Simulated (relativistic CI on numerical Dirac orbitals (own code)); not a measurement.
# Ions with 7 electrons, N to Ti15+

Calculated at this level of theory: Dirac-Coulomb-Breit CI, KLI orbitals optimised for each configuration, a model potential for QED, valence Slater integrals scaled by 0.9, P86 correlation energy added to each configuration (own radial code, finite nucleus).

Configurations in the expansion (outside the closed core 1s2): 2s2.2p3, 2s.2p4, 2p5, 2p4.3s, 2s2.2p2.3s, 2p4.3p, 2p4.3d. Levels of other configurations are missing.

Energies above each ion's lowest level, in cm⁻¹. Levels are followed by their leading LS label, which can pass from one level to another where the coupling changes.

```csv
Ion,2s2.2p3 4S°_3/2,2s2.2p3 2D°_5/2,2s2.2p3 2D°_3/2,2s2.2p3 2P°_3/2,2s2.2p3 2P°_1/2
N,0.0,20152.0,20161.3,27540.9,27542.0
O+,0.0,26999.7,27019.6,37665.8,37668.0
F2+,0.0,33601.6,33633.4,47526.3,47525.8
Ne3+,0.0,40086.9,40126.6,57292.4,57278.0
Mg5+,0.0,52889.9,52878.8,76823.9,76677.3
Al6+,0.0,59257.1,59136.5,86713.1,86382.4
Si7+,0.0,65629.4,65287.3,96790.6,96124.3
P8+,0.0,72031.6,71293.8,107167.8,105932.0
S9+,0.0,78495.1,77109.2,117987.7,115841.5
Cl10+,0.0,85061.8,82683.7,129429.0,125899.1
Ar11+,0.0,91787.6,87973.8,141705.8,136165.4
K12+,0.0,98746.3,92956.2,155067.4,146718.7
Ca13+,0.0,106035.6,97643.4,169799.0,157661.4
Sc14+,0.0,113782.7,102100.0,186222.5,169125.3
Ti15+,0.0,122151.3,106458.3,204701.2,181278.4
```

The lowest level keeps the configuration 2s2.2p3 and J = 3/2 throughout.

Between Z = 19 and 22 the energy of 2s2.2p3 2D°_5/2 follows a local power law Z^1.5. For orientation: electrostatic splittings inside a shell grow about linearly with the screened charge, excitations that change n as its square, and fine structure as its fourth power; written in Z itself the exponents are larger, since the screened charge grows faster in proportion.

The members near neutrality are the least accurate: they can be off by several eV, miss lower levels of configurations outside the list, or start from a wrong lowest level.
